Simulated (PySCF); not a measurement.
C3H7NSi, SMILES NC=C=C[SiH3].

Coordinates come from a r2SCAN-D4/def2-SVP optimisation. The structure was generated by enumeration; whether it is a known compound was not checked. One conformer was computed; it need not be the lowest.

All values below come from HF/def2-TZVP (PySCF).

Isolated molecule, no solvent.

Computed frontier levels, gap, dipole moment and polarisability:
The highest occupied level comes out as -8.62 eV and the lowest empty level comes out as 3.06 eV. The orbital gap comes out as 11.68 eV. The dipole moment comes out as 2.09 D. The quadrupole, principal values (traceless, Buckingham form, about the centre of nuclear charge) is -6.70, -0.24, 6.94 D·Å, the mean static polarisability is 74.0 bohr³ (10.96 Å³) and the polarisability, principal values is 54.0, 54.7, 113.2 bohr³.
